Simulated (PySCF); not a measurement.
SMILES C(/[SiH](Cl)Cl)=C\[SiH2]C (C3H8Cl2Si2), singlet (GFN2-xTB optimised geometry):

```
15

Si    -0.945    -2.877    -4.102
Cl    -2.964    -2.827    -4.155
Cl    -0.213    -1.903    -5.720
C     -0.336    -2.016    -2.544
C     -1.104    -1.564    -1.553
Si    -0.481    -0.689     0.000
C     -1.149    -1.629     1.509
H     -0.527    -4.271    -4.189
H      0.736    -1.875    -2.461
H     -2.176    -1.704    -1.641
H     -0.987     0.689     0.000
H      0.987    -0.689     0.000
H     -2.235    -1.654     1.509
H     -0.832    -1.155     2.434
H     -0.796    -2.656     1.528
```

Level of theory: PBE0/def2-TZVP (PySCF).

Q: What are the frontier orbital energies and the dipole moment?

A: HOMO-2 -9.27 eV, HOMO-1 -8.31 eV, HOMO -8.24 eV, LUMO -1.22 eV, LUMO+1 0.49 eV; dipole moment 2.08 D.

On the same geometry PBE/def2-TZVP (PySCF 2.14.0) gives HOMO-2 -7.86 eV, HOMO-1 -7.12 eV, HOMO -7.02 eV, LUMO -2.16 eV, LUMO+1 -0.40 eV; dipole moment 2.02 D.

Meta-Löwdin charges at PBE0/def2-TZVP: Si1 0.84, Cl2 -0.28, Cl3 -0.28, C4 -0.36, C5 -0.31, Si6 0.64, C7 -0.60, H8 -0.10, H9 0.13, H10 0.12, H11 -0.10, H12 -0.10, H13 0.13, H14 0.14, H15 0.13.
